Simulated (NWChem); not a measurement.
CH$_{3}$FSn, singlet; SMILES [CH3][Sn][F]

Computed with NWChem. Low-valent species are run as closed-shell singlets; no triplet was tried in these runs. def2 effective core potentials on Sn; no spin-orbit coupling. The level has its own optimisation; frequencies are unscaled.

Problem. Predict the results for BLYP/def2-SVP. Quantities: r F–Sn (Å); r C–Sn (Å); highest harmonic frequency (cm⁻¹); lowest (cm⁻¹); zero-point energy (kcal/mol).

Solution. 
```json
{
  "r F–Sn (Å)": "1.996",
  "r C–Sn (Å)": "2.247",
  "highest harmonic frequency (cm⁻¹)": "3057",
  "lowest (cm⁻¹)": "40",
  "zero-point energy (kcal/mol)": "21.8"
}
```
